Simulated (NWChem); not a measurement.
System: iminoborane (BNH2); SMILES B=N

```xyz
4

B      0.0001     0.6867     0.0000
N      0.0002    -0.5459     0.0000
H     -0.0002     1.8583     0.0000
H      0.0032    -1.5374     0.0000
```
Atoms are numbered in this order, from 1.

Program: NWChem. Coordinates come from a PBE0-D3(BJ)/def2-TZVP optimisation. GIAO values for the isolated, static molecule; σ is the absolute isotropic shielding.

```csv
level,basis functions,σ B1 (ppm),σ N2 (ppm),σ H3 (ppm),σ H4 (ppm)
PBE0/cc-pVDZ,38,118.7,177.2,29.71,30.16
PBE0/cc-pVTZ,88,110.0,163.7,29.77,30.23
PBE0/pcSseg-1,44,105.9,159.4,29.79,30.10
PBE0/pcSseg-2,100,…,158.3,29.72,30.21
```

Q: Fill in the missing entries.

A: 
- PBE0/pcSseg-2, σ B1 (ppm): 104.4
